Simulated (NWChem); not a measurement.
System: MgHCl; SMILES [MgH][Cl]

Program: NWChem. All runs use the structure optimised with B3LYP/6-31G* (spherical d). Ions are spin-unrestricted doublets at the neutral geometry; other ion states weren't tried.

```
level                vertical ionisation energy, ΔSCF (eV)  −ε(HOMO) (eV)  ΔSCF minus −ε(HOMO) (eV)
-------------------  -------------------------------------  -------------  ------------------------
B3LYP/def2-TZVP                                      10.66           8.12                      2.54
PBE/def2-TZVP                                            …              …                         …
BHandHLYP/def2-TZVP                                  11.24           9.44                      1.80
M06-2X/def2-TZVP                                     11.47           9.46                      2.01
CAM-B3LYP/def2-TZVP                                  11.43           9.72                      1.71
```

Q: What belongs in the gaps?

A: 
- PBE/def2-TZVP, vertical ionisation energy, ΔSCF (eV): 10.34
- PBE/def2-TZVP, −ε(HOMO) (eV): 7.09
- PBE/def2-TZVP, ΔSCF minus −ε(HOMO) (eV): 3.25
